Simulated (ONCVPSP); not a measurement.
**What the settings do to the ONCV potential of hafnium (Hf)**

Base potential:

* Element: Hf (Z = 72)
* Generator: ONCVPSP 4.0.1
* Type: optimised norm-conserving Vanderbilt (ONCV)
* Functional: LDA (Perdew-Zunger)
* Relativity: fully relativistic
* Frozen core: [Kr] 4d10 4f14
* Valence charge: 12
* Reference configuration: 5s2 5p6 5d2 6s1.75 6p0.25
* Partial waves: 5s+6s: rc 1.80 bohr, ncon 4, nbas 8, qcut 7.9 1/bohr, 2 projectors; 5p+6p: rc 2.30 bohr, ncon 4, nbas 8, qcut 6.6 1/bohr, 2 projectors; 5d: rc 2.90 bohr, ncon 5, nbas 10, qcut 4.6 1/bohr, 2 projectors, debl 3.5 Ha
* Local potential: polynomial inside 1.20 bohr (lpopt 5, dvloc0 0 Ha)
* Core correction: none

Open shells are filled in proportion to 2j + 1.

All-electron outer shells of the reference configuration (LDA (Perdew-Zunger), scalar-relativistic, ld1.x):

| shell | level (eV) | outermost node (bohr) | outermost maximum (bohr) |
| --- | --- | --- | --- |
| 4d | -206.85 | 0.23 | 0.47 |
| 5s | -67.55 | 0.55 | 1.01 |
| 5p | -36.09 | 0.60 | 1.16 |
| 4f | -17.42 | – | 0.45 |
| 6s | -5.52 | 1.37 | 2.85 |
| 5d | -3.19 | 0.67 | 1.69 |
| 6p | -1.66 | 1.66 | 4.00 |

Cutoffs, loose and tight: the cutoffs (Ha) at which the residual kinetic energy of the hardest occupied pseudo-wave falls to 1 and 0.1 mHa per electron. They do not see the model core or the augmentation charge, which bear on the density cutoff. Test errors are all-electron minus pseudo excitation energies from the reference, over the configurations 5s2 5p6 5d2 6s2 6p0; 5s2 5p6 5d2 6s1 6p0; 5s2 5p6 5d2 6s0 6p0; 5s2 5p6 5d1 6s2 6p0. A dash means not determined; rows that change the core or the reference have their own tests.

| change | outcome | cutoff, loose | cutoff, tight | bound ghosts | GHOST(+) flags above zero | largest test error (meV) |
| --- | --- | --- | --- | --- | --- | --- |
| base | generated | 20 Ha | 23 Ha | none | s | +9.2 |
| functional PBE | generated | 20 Ha | 24 Ha | none | s | +21 |
| local potential polynomial inside 1.20 bohr (lpopt 5, dvloc0 -2 Ha) | generated | 20 Ha | 23 Ha | none | s, d3/2 | +9.2 |
| p: rc 3.4 | failed: ERROR pspot: first pseudo wave function has node, program will stop | – | – | – | – | – |
| p: qcut 7 | generated | 20 Ha | 23 Ha | none | s | +9.2 |
| p: qcut 6 | generated | 20 Ha | 23 Ha | none | s | +9.2 |
| p: rc 2 | generated | 20 Ha | 23 Ha | none | s | +9.1 |
| core correction Teter function, fcfact 2, rcfact 1.3 | generated | 20 Ha | 23 Ha | none | s | +8.0 |
| local potential polynomial inside 1.50 bohr (lpopt 5, dvloc0 0 Ha) | generated | 20 Ha | 23 Ha | none | s | +9.1 |

Q: What comes out with this change to the base: reference 5s2 5p6 5d2 6s2; wave 5p+6p: rc 2.30 bohr, ncon 4, nbas 8, qcut 6.6 1/bohr, 2 projectors becomes 5p: rc 2.30 bohr, ncon 4, nbas 8, qcut 6.6 1/bohr, 2 projectors, debl 2.3 Ha?

A: outcome: generated; cutoff, loose: 20 Ha; cutoff, tight: 23 Ha; bound ghosts: none; GHOST(+) flags above zero: s; largest test error (meV): -381 over the solved tests; 1 of 4 tests not solved or not reliable.

Q: What comes out with this change to the base: s: qcut 8.7; p: qcut 7.3; d: qcut 5.1?

A: outcome: generated; cutoff, loose: 22 Ha; cutoff, tight: 26 Ha; bound ghosts: none; GHOST(+) flags above zero: s; largest test error (meV): +11.
